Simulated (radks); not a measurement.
The gold anion Au-, [Hg], held by a Watson sphere: a shell of charge +1 at radius R that stands for the Madelung well of a crystal (potential energy -1/R inside, -1/r outside, in hartree with lengths in bohr). All-electron calculation, scalar-relativistic Kohn-Sham, LDA (Slater exchange, Perdew-Wang correlation), spin-unpolarised, spherical densities, point nucleus. Program: a radial shooting solver on a logarithmic mesh with Libxc functionals. Response by self-consistent Sternheimer equations with the Hartree and adiabatic LDA kernel, the relativistic mass of each level held fixed and spin-orbit coupling left out. The sphere does not respond.

R (bohr)  e(5p) (eV)  e(5d) (eV)  e(6s) (eV)  <r> 6s (bohr)  sum of <r^2> (bohr^2)  X-ray form factor at sin(theta)/lambda = 0.3 1/angstrom  alpha (bohr^3)
3.93         -59.002      -6.110      -5.768          2.995                  73.59                                                   59.281           56.44
4.28         -58.663      -5.755      -5.430          3.037                  74.45                                                   59.285           60.82
4.48         -58.480      -5.567      -5.246          3.059                  74.89                                                   59.287           63.27
4.75         -58.248      -5.327      -5.010          3.085                  75.42                                                   59.289           66.50
5.18         -57.906      -4.978      -4.662          3.120                  76.15                                                   59.291           71.40
5.34         -57.788      -4.858      -4.542          3.131                  76.38                                                   59.291           73.13
5.79         -57.478      -4.544      -4.227          3.158                  76.96                                                   59.293           77.74
6.34         -57.142      -4.205      -3.885          3.183                  77.51                                                   59.294           82.76
6.55         -57.025      -4.087      -3.766          3.191                  77.69                                                   59.294           84.50
